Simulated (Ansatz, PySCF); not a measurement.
Li(Me) cation (CH3Li), SMILES [Li][CH3] (connectivity only; charge and spin as stated), charge +1, multiplicity 2. Atoms are numbered in the order given.

```xyz
5

Li     0.0000     0.0001    -1.7028
C      0.0000     0.0000     0.5657
H      0.9353    -0.5401     0.6896
H     -0.9353    -0.5401     0.6896
H      0.0000     1.0800     0.6898
```
Charge +1, spin multiplicity 2.

Geometry: ωB97X-D3(BJ)/def2-TZVPD. The multiplicity is an assumed one; other spin states were not compared. The isomer is the one that the SMILES or the coordinates give; other isomers of the formula were not compared.

Two levels are set side by side: PBE-D3(BJ)/def2-TZVPD (Ansatz, a first-principles code) and ωB97X-D3(BJ)/def2-TZVPD (PySCF). Each level has its own optimised geometry; the coordinates shown are those of the second. Frequencies come from the Hessian of PySCF at each geometry. Differences are taken from unrounded values.

```csv
quantity,ωB97X-D3(BJ)
mean bond length (Å),1.382
bond Li1–C2 (Å),2.269
bond C2–H3 (Å),1.087
bond C2–H4 (Å),1.087
bond C2–H5 (Å),1.087
highest harmonic wavenumber (cm⁻¹),3254
mean harmonic wavenumber (cm⁻¹),1565
zero-point energy (kcal/mol),20.14
```

### Question
What does PBE-D3(BJ) give, and how far is it from ωB97X-D3(BJ)? (An estimate is asked for; the answer gives what the named calculation found.)

### Answer

```json
[
 {"quantity": "mean bond length (Å)", "PBE-D3(BJ)": "1.391", "PBE-D3(BJ) minus ωB97X-D3(BJ)": "0.009"},
 {"quantity": "bond Li1–C2 (Å)", "PBE-D3(BJ)": "2.286", "PBE-D3(BJ) minus ωB97X-D3(BJ)": "0.017"},
 {"quantity": "bond C2–H3 (Å)", "PBE-D3(BJ)": "1.093", "PBE-D3(BJ) minus ωB97X-D3(BJ)": "0.006"},
 {"quantity": "bond C2–H4 (Å)", "PBE-D3(BJ)": "1.093", "PBE-D3(BJ) minus ωB97X-D3(BJ)": "0.006"},
 {"quantity": "bond C2–H5 (Å)", "PBE-D3(BJ)": "1.093", "PBE-D3(BJ) minus ωB97X-D3(BJ)": "0.006"},
 {"quantity": "highest harmonic wavenumber (cm⁻¹)", "PBE-D3(BJ)": "3170", "PBE-D3(BJ) minus ωB97X-D3(BJ)": "-84"},
 {"quantity": "mean harmonic wavenumber (cm⁻¹)", "PBE-D3(BJ)": "1520", "PBE-D3(BJ) minus ωB97X-D3(BJ)": "-46"},
 {"quantity": "zero-point energy (kcal/mol)", "PBE-D3(BJ)": "19.55", "PBE-D3(BJ) minus ωB97X-D3(BJ)": "-0.59"}
]
```

Exact exchange shortens and stiffens bonds; PBE has none. Differences between two approximate levels are no errors against the true value.
